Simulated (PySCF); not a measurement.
**Orbital picture of GaF**

RHF at R = 1.784 Å; Ga def2-SVP, F def2-SVP; no relativity (PySCF 2.14). State: ¹Σ⁺ (singlet), closed shell. Only the outer orbitals are listed, counted within each symmetry.

```csv
orbital,occ.,ε (eV),on Ga (%),main shells (%)
9σ,2,-17.10,18,"80 F p, 14 Ga s"
4π,2,-15.61,5,95 F p
4π,2,-15.61,5,95 F p
10σ,2,-9.93,91,"78 Ga s, 13 Ga p, 9 F p"
5π,0,1.26,98,98 Ga p
5π,0,1.26,98,98 Ga p
11σ,0,3.81,103,91 Ga p
```

Problem. Which are the highest filled and the lowest empty level, where do they sit, and how wide is the gap?

Solution. Highest filled 10σ at -9.93 eV (in %: 78 Ga s, 13 Ga p, 9 F p); lowest empty 5π at 1.26 eV (in %: 98 Ga p); the gap at RHF is 11.19 eV. An empty level above zero is unbound, and its energy depends on the basis.

| Item | Value |
| --- | --- |
| bond order (Mayer) | 0.73 |
| ⟨S²⟩ | 0.000 |
| charge on Ga (Mulliken, basis-dependent) | 0.58 |
| charge on Ga (Löwdin, basis-dependent) | 0.35 |
| dipole moment (positive dipole means Ga(−)F(+)) | -2.14 D |
| polarisability along the bond | 28.5 bohr³ |
| polarisability across the bond | 33.0 bohr³ |

Shares are Mulliken populations and can fall outside 0 to 100 %.
